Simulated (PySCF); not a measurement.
CH7NOSi2, SMILES C1N[SiH2]O[SiH2]1. Heavy atoms are numbered as in [CH2:1]1[NH:2][SiH2:3][O:4][SiH2:5]1. Hydrogens are named by the atom that carries them.

Geometry optimised at TPSSh-D3(BJ)/def2-SVP. This is a generated structure with no PubChem entry under its InChIKey; it may be hypothetical. Other conformers were not sampled.

Method: KT2/pcSseg-1 (PySCF).

GIAO shieldings, no solvent; atoms alike by connectivity are averaged. δ = σ(ref) − σ: ¹³C against TMS (σ = 185.1 ppm); ¹⁵N against NH3 (σ = 266.2 ppm); ²⁹Si against TMS (σ = 361.9 ppm); ¹⁷O against H2O (σ = 330.4 ppm); ¹H against TMS (σ = 31.47 ppm), references at their B3LYP-D3(BJ)/def2-TZVP geometries, non-relativistic.

Computed chemical shifts:
```csv
nucleus,atoms,count,δ (ppm)
¹³C,C1 (CH2),1,32.1
¹⁵N,N2 (NH),1,22.0
²⁹Si,Si5 (SiH2),1,-2.6
²⁹Si,Si3 (SiH2),1,-10.2
¹⁷O,O4,1,27.2
¹H,H on Si3,2,5.75
¹H,H on Si5,2,5.48
¹H,H on C1,2,3.13
¹H,H on N2,1,0.47
```
